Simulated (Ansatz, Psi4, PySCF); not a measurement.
C4H5, doublet (typed; the unrestricted solution is spin-contaminated), geometry from GFN2-xTB. Base run: CCSD(T)/STO-3G (PySCF).

PySCF was given this input:
```python
from pyscf import gto, scf, cc

mol = gto.Mole()
mol.atom = '''
    C    -0.004878   -0.077144    0.263949
    C     0.198556   -0.718365   -0.916368
    C    -0.063830    0.736041   -0.991915
    C    -0.103072   -0.069384    1.602210
    H     0.400798   -1.598282   -1.472232
    H     0.748833    1.416627   -1.231052
    H    -1.023224    1.090278   -1.359183
    H     0.022160   -0.973491    2.172999
    H    -0.309221    0.837978    2.142213
'''
mol.basis = 'sto-3g'
mol.charge = 0
mol.spin = 1
mol.verbose = 4
mol.build()

mf = scf.UHF(mol)
mf.kernel()

mycc = cc.CCSD(mf)
mycc.kernel()
et = mycc.ccsd_t()
print('E(CCSD(T)) = %.10f' % (mycc.e_tot + et))
```

The same geometry, method and basis name were run in Ansatz (a first-principles code) and Psi4 and PySCF, at each program's defaults and at the settings that a row names. The base is PySCF at its defaults. Differences at the defaults can come from grids, fitting, cores and function types together.

```json
[
 {"code and settings": "PySCF, defaults (exact integrals, spherical functions, all electrons correlated)", "ΔE vs base (µEh)": "0.0", "basis functions": "25", "E (Eh)": "-152.63854", "SCF cycles": "13"},
 {"code and settings": "Psi4, defaults (exact integrals, spherical functions, all electrons correlated)", "ΔE vs base (µEh)": "0.0", "basis functions": "25", "E (Eh)": "-152.63854", "SCF cycles": "16"},
 {"code and settings": "Ansatz, defaults (factorised integrals, spherical functions, frozen core)", "ΔE vs base (µEh)": "1651", "basis functions": "25", "E (Eh)": "-152.63689", "SCF cycles": "-"},
 {"code and settings": "PySCF, frozen core", "ΔE vs base (µEh)": "1635", "basis functions": "25", "E (Eh)": "-152.63691", "SCF cycles": "13"},
 {"code and settings": "Psi4, exact integrals, spherical functions, frozen core", "ΔE vs base (µEh)": "1635", "basis functions": "25", "E (Eh)": "-152.63691", "SCF cycles": "16"},
 {"code and settings": "Ansatz, high accuracy, frozen core", "ΔE vs base (µEh)": "1635", "basis functions": "25", "E (Eh)": "-152.63691", "SCF cycles": "-"}
]
```

Open shells are given as the SCF converged; they aren't shown to be the lowest states, and a large step between rows can be another state.
